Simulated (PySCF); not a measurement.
# Correlation energy of I+ (iodine, charge +1)

[Kr] 4d10 5s1 5p5, high-spin 3P determinant (an excited configuration). All numbers are calculated (PySCF 2.14, scalar relativity through the core potential, in def2-QZVPPD with the def2 core potential (28 electrons) (8s7p5d4f1g, 91 functions)). Frozen: 4s2 4p6 4d10; 6 electrons correlated.

| level | correlation energy (mhartree) |
| --- | --- |
| CCSD | -183.58 |
| (T) | -20.20 |
| CCSD(T) | -203.78 |

Diagnostics: T1 = 0.020, D1 = 0.0387, largest double amplitude 0.202.

**Question.** Is a single reference adequate?

**Answer.** Not fully. A double-excitation amplitude exceeds 0.15, a sign of near-degeneracy.
